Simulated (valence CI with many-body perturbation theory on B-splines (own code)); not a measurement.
# Sensitivity of CI+MBPT for Os VI

Calculated by relativistic CI+MBPT: three valence electrons over a frozen Dirac-Fock core [Xe] 4f14, radial functions for each j: 6 s, 6 p, 5 d, 5 f, 1 g, with the one-electron correlation potential Σ1, the two-electron term Σ2, the three-electron term Σ3, Breit, model QED; selected CI, second order for the rest, scaled by the run's own slope (own B-spline code, finite nucleus).

Against 21 measured levels this calculation errs by 796 cm⁻¹ on average and by 2031 at most. Only levels of the ground parity were solved; by the run's estimate the other parity begins above the list, which can be wrong where configurations are misplaced.

The reference run has the lowest level 5d3 4F_3/2 and an ionisation energy of 70.7183 eV. Its largest variational space holds 4390 state functions.

Names give the largest LS component (configuration and term), which can be under half, so a name can repeat, a term be missing and a line seem to break the LS rules; names also repeat where a configuration has a term twice. Letters in brackets count levels of one name in rising energy.

| Level | Reference (cm⁻¹) | Shift (cm⁻¹) |
| --- | --- | --- |
| 5d3 4F_5/2 | 6226 | -19 |
| 5d3 4F_7/2 | 11330 | -28 |
| 5d3 4F_9/2 | 14748 | -29 |
| 5d3 4P_3/2 | 15115 | -17 |
| 5d3 4P_1/2 | 17411 | -22 |
| 5d3 2G_7/2 | 23263 | -37 |
| 5d3 2H_9/2 | 24170 | -40 |
| 5d3 4P_5/2 | 25406 | -39 |
| 5d3 2D_3/2 [a] | 28606 | -46 |
| 5d3 2P_1/2 | 29683 | -52 |
| 5d3 2H_11/2 | 32474 | -47 |
| 5d3 2D_5/2 [a] | 35414 | -54 |

The ionisation energy moves by -0.0438 eV.

(1) Which of these changes was made?
A. scale of Σ1 1 → 0
B. cutoff of virtual states (hartree) 11552 → 120
C. size limit of the variational space 10000 → 100; second order for the rest on → off
D. cutoff of virtual states (hartree) 11552 → 4000

Answers

(1) B. cutoff of virtual states (hartree) 11552 → 120.
